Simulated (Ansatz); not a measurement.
C3H5FTe can be A, `C[Te]/C=C/F`, or B, `C=C(F)[Te]C`.

Program: Ansatz. Geometries: PBE0-D4/def2-TZVP. ΔE: electronic, gas phase. CBS: MP2 limit from def2 TZ/QZ plus the TZ coupled-cluster correction, frozen cores. DFT in def2-TZVPP. B3LYP here is the variant with VWN-RPA as its local correlation; programs differ in this. def2 core potentials past Kr. For Te outer-core shells are correlated without core-valence functions, which leaves a few kJ/mol of doubt a bond. One conformer a species, not always the lowest.

Q: Which isomer does CCSD(T)/CBS put lower? Give the gap. (An estimate is asked.)

A: The calculation gave: A, by 0.9 kcal/mol.

Q: Give E(B) − E(A) in kcal/mol with ωB97M-V, B2PLYP, CCSD/def2-TZVPP, B3LYP, CCSD(T)/def2-TZVPP, HF/def2-TZVPP, PBE0-D4. (Estimate.)

A: Computed: ωB97M-V 0.6, B2PLYP 0.8, CCSD/def2-TZVPP 1.3, B3LYP 0.6, CCSD(T)/def2-TZVPP 1.1, HF/def2-TZVPP 2.4, PBE0-D4 0.7. None reverses the order clearly.

Largest T1 diagnostic: 0.012.

In def2-TZVPP, CCSD(T) changes the Hartree–Fock value by −1.3 kcal/mol (the triples alone add −0.2 kcal/mol) and MP2 by −1.1 kcal/mol.
